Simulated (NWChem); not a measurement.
GaHCl₂; SMILES [Cl][GaH][Cl]

All runs: NWChem. The geometry was optimised at PBE-D3(BJ)/def2-SVP. B3LYP is NWChem's, with the RPA form of VWN correlation. Ions are spin-unrestricted doublets at the neutral geometry; other ion states weren't tried.

```json
[
 {"level": "B3LYP/aug-cc-pVDZ", "−ε(HOMO) (eV)": "8.90"},
 {"level": "PBE/aug-cc-pVDZ", "−ε(HOMO) (eV)": "?"},
 {"level": "r2SCAN/aug-cc-pVDZ", "−ε(HOMO) (eV)": "8.14"}
]
```

Q: Complete the blanks.

A: 
- PBE/aug-cc-pVDZ, −ε(HOMO) (eV): 7.79
